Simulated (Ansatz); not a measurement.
`[SiH3]C[TeH]` at its PBE0-D4/def2-TZVP geometry, where that method's forces vanish. Charge 0, multiplicity 1. Te takes the def2 core potential.

```xyz
9

Si    0.8821    0.9833    0.1756
C    -0.0571   -0.5813   -0.2467
Te   -2.1004   -0.4579    0.4056
H     0.2387    2.1554   -0.4734
H     2.2854    0.8723   -0.3046
H     0.8871    1.1937    1.6467
H     0.4011   -1.4392    0.2463
H    -0.0572   -0.7426   -1.3250
H    -2.4798   -1.9836   -0.1245
```

(1) What forces (eV/Å) does ωB97M-V/def2-TZVPP give on these atoms in Ansatz 0.2.0? (An estimate is asked.)

Results:

(1) Computed: 
```
Si1  0.097  0.097  0.015
C2  -0.043 -0.044 -0.007
Te3  0.027 -0.131 -0.064
H4   0.065 -0.132  0.073
H5  -0.163  0.020  0.059
H6  -0.007 -0.026 -0.163
H7  -0.026  0.077 -0.057
H8   0.019  0.008  0.097
H9   0.032  0.132  0.047
```
